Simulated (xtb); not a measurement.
HLiO, singlet, at a GFN2-xTB geometry (such geometries of metal compounds can be far from the true shape). Base run: GFN2-xTB (xtb 6.7.1).

xtb was given this input:
```
$ xtb mol.xyz --gfn 2 --json

# file mol.xyz
3

Li    -0.00000000    -0.00000000    -1.22243847
O      0.00000000     0.00000000     0.30206210
H      0.00000000     0.00000000     1.25081859
```

The base run was repeated with changes; each row names its change, and settings that it needs were set with it.

| change | ΔE vs base (kJ/mol) | HOMO-LUMO gap (eV) | dipole (D) | SCF cycles |
|---|---|---|---|---|
| base | 0.00 | 4.12 | 3.65 | 9 |
| alpb = acetone | -60.7 | 4.30 | 3.70 | 9 |
| acc = 0.1 | 0.00 | 4.12 | 3.65 | 12 |
| etemp = 5000 | -1.84 | 4.23 | 3.49 | 10 |
| etemp = 10000 | ___ | ___ | ___ | 10 |

Q: Fill in the missing entries.

A: 
- etemp = 10000, ΔE vs base (kJ/mol): -32.1
- etemp = 10000, HOMO-LUMO gap (eV): 4.99
- etemp = 10000, dipole (D): 2.44

ALPB and GBSA are two models with their own fitted parameters for each solvent, which aren't always the measured dielectric constant.
